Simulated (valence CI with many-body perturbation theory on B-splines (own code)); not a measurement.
# Forbidden lines of Eu XIII

Calculated by relativistic CI+MBPT: five valence electrons over a frozen Dirac-Fock core [Kr] 4d10, radial functions for each j: 7 s, 7 p, 7 d, 7 f, 4 g, 2 h, with the one-electron correlation potential Σ1 (screened to all orders), the two-electron term Σ2, the three-electron term Σ3, Breit, model QED; selected single and double excitations, second order for the rest, scaled by the run's own slope (own B-spline code, finite nucleus).

No measured spectrum was set against this ion. As an estimate, terms of the open shell hold to a few per cent of their energy, and close levels can change places. Core correlation moves these levels by up to 43000 cm⁻¹, and in measured spectra 5 to 20 % of such shifts remained as error; rates that hang on mixing are uncertain with them. Among the levels kept, up to 720 cm⁻¹ of a level comes from second order outside the variational space, and about a tenth of that is noise between levels of different J, which matters for small intervals.

Lines 1 to 50 of 120 in falling wavelength, among levels below 14.112 eV, chosen from the decays that carry over 1 % of a level's rate. Wavelengths and rates use the calculated energies, so an error of 2000 cm⁻¹ moves a line at 5342 nm by 110 % and its rate by three times that or more. S is in atomic units (e²a₀⁴ for E2 and M2, e²a₀⁶ for E3), for M1 in squared Bohr magnetons. Weak lines are less certain than strong ones. Lines between different terms over intervals too small for the method are left out, as are lines whose strength nearly cancels. Where a level lies close to another of its J and parity, the split of strength between their lines is uncertain. Intervals below about 2000 cm⁻¹, as at the head of this list, are uncertain by tens of per cent.

Names give the largest LS component (configuration and term), which can be under half, so a name can repeat, a term be missing and a line seem to break the LS rules; names also repeat where a configuration has a term twice. Letters in brackets count levels of one name in rising energy.

```
λ vac (nm)                 Upper                 Lower  Type   A (s⁻¹)  S (a.u.)
      6308       4f3.5s2 4D°_1/2       4f3.5s2 4D°_3/2    M1  2.35e-01  4.37e+00
      5483       4f3.5s2 4F°_7/2       4f3.5s2 4F°_5/2    M1  2.22e-01  1.08e+01
      5342       4f3.5s2 4S°_3/2       4f3.5s2 4F°_5/2    M1  4.90e-03  1.11e-01
      4376       4f3.5s2 4F°_5/2       4f3.5s2 4F°_3/2    M1  4.77e-01  8.89e+00
      3908       4f3.5s2 4F°_9/2       4f3.5s2 4F°_7/2    M1  3.27e-01  7.24e+00
      3732       4f3.5s2 4F°_7/2   4f3.5s2 2H°_9/2 [a]    M1  1.18e-01  1.81e+00
      3412      4f3.5s2 2I°_13/2      4f3.5s2 2I°_11/2    M1  2.52e-01  5.20e+00
      2749       4f3.5s2 2P°_1/2   4f3.5s2 2D°_3/2 [a]    M1  4.07e-01  6.27e-01
      2605       4f3.5s2 4G°_7/2       4f3.5s2 4G°_5/2    M1  1.55e+00  8.15e+00
      2579      4f3.5s2 4G°_11/2       4f3.5s2 4G°_9/2    M1  1.33e+00  1.01e+01
      2534      4f3.5s2 4I°_11/2       4f3.5s2 4I°_9/2    M1  2.56e+00  1.85e+01
      2521      4f3.5s2 2K°_15/2      4f3.5s2 2K°_13/2    M1  7.29e-01  6.92e+00
      2468      4f3.5s2 4I°_13/2      4f3.5s2 4I°_11/2    M1  3.19e+00  2.49e+01
      2452      4f3.5s2 4I°_15/2      4f3.5s2 4I°_13/2    M1  2.17e+00  1.90e+01
      2405       4f3.5s2 4S°_3/2       4f3.5s2 4F°_3/2    M1  1.41e-01  2.91e-01
      2396   4f3.5s2 2G°_9/2 [a]       4f3.5s2 4G°_7/2    M1  1.36e+00  6.94e+00
      2121       4f3.5s2 4D°_7/2       4f3.5s2 4D°_5/2    M1  1.83e+00  5.18e+00
      2115       4f3.5s2 4G°_9/2   4f3.5s2 2G°_7/2 [a]    M1  2.40e+00  8.43e+00
      2025   4f3.5s2 2D°_5/2 [a]   4f3.5s2 2D°_3/2 [a]    M1  7.05e-01  1.30e+00
      1991       4f3.5s2 2P°_3/2   4f3.5s2 2D°_5/2 [a]    M1  8.63e-01  1.01e+00
      1909       4f3.5s2 4F°_9/2   4f3.5s2 2H°_9/2 [a]    M1  1.89e+00  4.86e+00
      1762       4f3.5s2 4G°_5/2       4f3.5s2 4F°_7/2    M1  9.28e-02  1.13e-01
      1705   4f3.5s2 2G°_7/2 [a]       4f3.5s2 4F°_7/2    M1  8.43e-01  1.24e+00
      1582       4f3.5s2 2P°_3/2       4f3.5s2 2P°_1/2    M1  1.25e+00  7.33e-01
      1474  4f3.5s2 2H°_11/2 [a]   4f3.5s2 2H°_9/2 [a]    M1  2.81e+00  4.00e+00
      1421       4f3.5s2 4D°_3/2   4f3.5s2 2D°_5/2 [a]    M1  2.37e-01  1.01e-01
      1333       4f3.5s2 4G°_5/2       4f3.5s2 4F°_5/2    M1  2.00e-02  1.05e-02
      1301   4f3.5s2 2G°_7/2 [a]       4f3.5s2 4F°_5/2    M1  2.10e+00  1.37e+00
      1278   4f3.5s2 2G°_9/2 [a]   4f3.5s2 2G°_7/2 [a]    M1  2.15e-01  1.66e-01
      1245       4f3.5s2 4G°_9/2       4f3.5s2 4F°_9/2    M1  1.65e+00  1.18e+00
      1200       4f3.5s2 4D°_3/2       4f3.5s2 2P°_1/2    M1  1.01e+00  2.59e-01
      1170   4f3.5s2 2G°_7/2 [a]   4f3.5s2 2H°_9/2 [a]    M1  1.39e+00  6.60e-01
      1051       4f3.5s2 4G°_7/2       4f3.5s2 4F°_7/2    M1  1.25e+00  4.31e-01
      1043   4f3.5s2 2G°_9/2 [a]  4f3.5s2 2H°_11/2 [a]    M1  2.22e+00  9.35e-01
      1022       4f3.5s2 4G°_5/2       4f3.5s2 4F°_3/2    M1  5.14e-02  1.22e-02
      1008       4f3.5s2 4D°_1/2       4f3.5s2 2P°_1/2    M1  7.36e-01  5.58e-02
      1004       4f3.5s2 2P°_3/2   4f3.5s2 2D°_3/2 [a]    M1  8.95e+00  1.34e+00
     964.5      4f3.5s2 4G°_11/2  4f3.5s2 2H°_11/2 [a]    M1  2.21e+00  8.81e-01
     950.2      4f3.5s2 2I°_11/2      4f3.5s2 4G°_11/2    M1  5.65e-01  2.16e-01
     898.5   4f3.5s2 2G°_9/2 [a]       4f3.5s2 4F°_9/2    M1  6.85e+00  1.84e+00
     881.9       4f3.5s2 4G°_7/2       4f3.5s2 4F°_5/2    M1  1.25e+00  2.55e-01
     880.6   4f3.5s2 2D°_5/2 [a]   4f3.5s2 2G°_7/2 [a]    M1  3.57e-01  5.42e-02
     839.5      4f3.5s2 4G°_11/2       4f3.5s2 4F°_9/2    M1  1.30e-01  3.42e-02
     827.7       4f3.5s2 4D°_5/2   4f3.5s2 2D°_3/2 [a]    M1  2.38e+00  3.01e-01
     820.0       4f3.5s2 4G°_7/2   4f3.5s2 2H°_9/2 [a]    M1  8.90e-02  1.46e-02
     817.3   4f3.5s2 2D°_3/2 [a]       4f3.5s2 4S°_3/2    M1  7.94e+00  6.43e-01
     753.4       4f3.5s2 4G°_9/2   4f3.5s2 2H°_9/2 [a]    M1  2.71e+00  4.29e-01
     737.4       4f3.5s2 4D°_1/2   4f3.5s2 2D°_3/2 [a]    M1  6.95e-01  2.07e-02
     730.6   4f3.5s2 2G°_9/2 [a]       4f3.5s2 4F°_7/2    M1  1.95e+00  2.82e-01
     722.4      4f3.5s2 2L°_15/2      4f3.5s2 2K°_15/2    M1  5.15e+00  1.15e+00
```
